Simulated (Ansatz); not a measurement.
Gas-phase reaction 3 R1 + R2 → P1 + P2 + P3 + P4, each structure at its B3LYP-D3(BJ)/def2-TZVP stationary point, reached from a drawn start (curvature not checked).
P1: CH4 (SMILES C), charge 0, multiplicity 1.
R1, H2 (SMILES [H][H]) (charge 0, multiplicity 1, Z-matrix in Å and degrees):
```
H
H 1 0.7440
```
P2: HCl (SMILES Cl), charge 0, multiplicity 1.
P3: HF (SMILES F), charge 0, multiplicity 1.
P4, SiH4 (SMILES [SiH4]) (charge 0, multiplicity 1):
| atom | x (Å) | y (Å) | z (Å) |
|---|---|---|---|
| Si | 0.0000 | 0.0000 | 0.0000 |
| H | 0.8547 | 0.8547 | 0.8547 |
| H | -0.8547 | -0.8547 | 0.8547 |
| H | -0.8547 | 0.8547 | -0.8547 |
| H | 0.8547 | -0.8547 | -0.8547 |
R2: CH4ClFSi (SMILES C[SiH](F)Cl), charge 0, multiplicity 1.

P less R. No zero-point or thermal terms.

Correlated levels freeze the cores.

The values were computed with Ansatz (a program for electronic structure) with Gaussian orbitals. No computed number here is a measurement.

Total energies in hartree:

| structure | PBE/def2-TZVPP | B3LYP/def2-TZVPP | CCSD(T)/cc-pV(Q+d)Z |
|---|---|---|---|
| P1 | -40.464286 | -40.539117 | -40.450883 |
| R1 | -1.166122 | -1.180004 | -1.173794 |
| P2 | -460.627412 | -460.836272 | -460.363836 |
| P3 | -100.393473 | -100.492723 | -100.373106 |
| P4 | -291.721620 | -291.917183 | -291.452235 |
| R2 | -889.772400 | -890.307766 | -889.187925 |

Task: Work out the reaction energy at each level in eV (1 hartree = 27.21139 eV), and say how far PBE/def2-TZVPP lies from CCSD(T)/cc-pV(Q+d)Z.

Result: 
- PBE/def2-TZVPP: (-40.464286) + (-460.627412) + (-100.393473) + (-291.721620) − (-889.772400) − 3 × (-1.166122) = 0.063975 hartree = 1.741 eV
- B3LYP/def2-TZVPP: (-40.539117) + (-460.836272) + (-100.492723) + (-291.917183) − (-890.307766) − 3 × (-1.180004) = 0.062483 hartree = 1.700 eV
- CCSD(T)/cc-pV(Q+d)Z: (-40.450883) + (-460.363836) + (-100.373106) + (-291.452235) − (-889.187925) − 3 × (-1.173794) = 0.069247 hartree = 1.884 eV
PBE/def2-TZVPP less CCSD(T)/cc-pV(Q+d)Z: -0.143 eV. CCSD(T)/cc-pV(Q+d)Z is the level counted from, the highest shown, and no exact or measured value.
